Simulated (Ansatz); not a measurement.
Input file for Ansatz (a quantum-chemistry and plane-wave program): R-CCSD(T)/aug-cc-pVTZ on CH3NO (a complex), monomers drawn apart or pushed together.

Ansatz 0.2 input:
```yaml
crystal:
  periodic: [false, false, false]
  atoms:
    - {symbol: N, position_ang: [-0.12997870, -0.12656687, -0.16964625]}
    - {symbol: H, position_ang: [-0.35564715, 0.83948725, 0.03754899]}
    - {symbol: H, position_ang: [-0.91526728, -0.69402891, 0.12766004]}
    - {symbol: H, position_ang: [0.66495904, -0.38287252, 0.40425204]}
    - {symbol: C, position_ang: [0.68132283, -0.10237925, 5.46492404]}
    - {symbol: O, position_ang: [-0.18853031, 0.24098765, 6.09024471]}
basis:
  gaussian:
    orbitals: aug-cc-pVTZ
magnetization: {spin_polarized: false}
correlation: {method: ccsd_t, electrons: outside_noble_gas}
scf: {lower_state_search: off}
```

Program output:

```
WARN ansatz: RAYON_NUM_THREADS=1 ignored (pool sized by the plan → 1); use --threads N
Functional definition: HF
these checks for a lower state are left out or cut short: stability, starts, cluster_reference, orbital_swaps, neighbouring_geometries, increment
integrals: 0.86 GiB planned
1204 factors; integrals over basis functions are off by at most 6.9e-4 eV
mean field: 0.45 GiB planned
mean field evaluation 1: about -4595.5135 eV, gradient 4.2e1 eV
mean field evaluation 2: about -4595.5145 eV, gradient 4.2e1 eV
mean field evaluation 4: about -4598.7429 eV, gradient 4.0e0 eV
mean field evaluation 8: about -4598.7802 eV, gradient 1.8e-1 eV
mean field -4598.78044793 eV, -169.0020642961 hartree, gradient 1.7e-6 eV, S^2 0.000000; 0 other end points of the search recorded, 0 dependent functions left out
3 core orbitals not correlated
reference -4598.78044793 eV, -169.0020642961 hartree; 9, 9 occupied and 195, 195 virtual orbitals, 1204 factors
second order -16.34210067 eV of doubles, -0.00000000 eV of singles
coupled cluster: 1.19 GiB planned
cycle   1  -16.16635698 eV  change    1.8e-1 eV  update   1.0e-1
cycle   2  -16.61568245 eV  change   -4.5e-1 eV  update   3.3e-2
cycle   3  -16.74027718 eV  change   -1.2e-1 eV  update   1.6e-2
cycle   4  -16.72608818 eV  change    1.4e-2 eV  update   3.1e-3
cycle   5  -16.72638864 eV  change   -3.0e-4 eV  update   1.1e-3
cycle   6  -16.72645285 eV  change   -6.4e-5 eV  update   2.7e-4
cycle   7  -16.72632629 eV  change    1.3e-4 eV  update   7.9e-5
cycle   8  -16.72632708 eV  change   -7.9e-7 eV  update   3.1e-5
cycle   9  -16.72632348 eV  change    3.6e-6 eV  update   1.3e-5
perturbative correction -0.70207275 eV, -0.0258006975 hartree
Total energy: -4616.20884416 eV, -169.6425460440 hartree
Checks for a lower state left out: stability, starts, cluster_reference, orbital_swaps, neighbouring_geometries, increment
```

The run converged.

Cost: around 100 core-seconds (rough).
